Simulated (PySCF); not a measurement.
H3AlAsFO (SMILES [OH][Al]([F])[AsH2]), singlet, at the geometry of the source list. Base run: B3LYP/6-31G, polarisability (PySCF).

The PySCF input:
```python
from pyscf import gto, scf, dft
from pyscf.prop import polarizability

mol = gto.Mole()
mol.atom = '''
    Al    0.379500    0.421900    0.061200
    As   -1.430400   -1.131600    0.136900
    H    -1.238700   -1.322700   -1.349600
    H    -2.370500    0.011300   -0.170800
    F     0.250500    1.812900   -0.849400
    O     1.780800    0.133100    0.874900
    H     2.628700    0.075100    1.296700
'''
mol.basis = '6-31g'
mol.charge = 0
mol.spin = 0
mol.verbose = 3
mol.build()

mf = dft.RKS(mol)
mf.xc = 'b3lyp'
mf.kernel()
alpha = mf.Polarizability().polarizability()[2, 2]
print('alpha_zz =', alpha)
```

The base run was repeated with changes; each row names its change, and settings that it needs were set with it.

| change | alpha_zz (bohr³) | basis functions | core-seconds (rough) |
|---|---|---|---|
| base | 40.78 | 64 | 20 |
| finite field (a.u.) = 0.001; conv_tol = 1e-11 | 40.78 | 64 | 20 |
| functional = lda,vwn | 42.61 | 64 | 10 |
| finite field (a.u.) = 2e-4; conv_tol = 1e-6 | 33.66 | 64 | 10 |
| basis = aug-cc-pVDZ | 54.86 | 136 | 50 |
| basis = 6-31G* | 42.79 | 84 | 30 |
| finite field (a.u.) = 0.05; conv_tol = 1e-11 | 41.48 | 64 | 20 |
| finite field (a.u.) = 0.001; conv_tol = 1e-6 | 40.75 | 64 | 20 |
| finite field (a.u.) = 0.02; conv_tol = 1e-11 | 40.89 | 64 | 20 |
| finite field (a.u.) = 0.005; conv_tol = 1e-11 | 40.79 | 64 | 20 |
| functional = pbe0 | 40.53 | 64 | 20 |
| basis = STO-3G | 20.21 | 40 | 8 |

Finite-field rows take the second difference of the energy in a field along z; a small field with loose convergence shows SCF noise divided by the square of the field, and a large one adds hyperpolarisability.
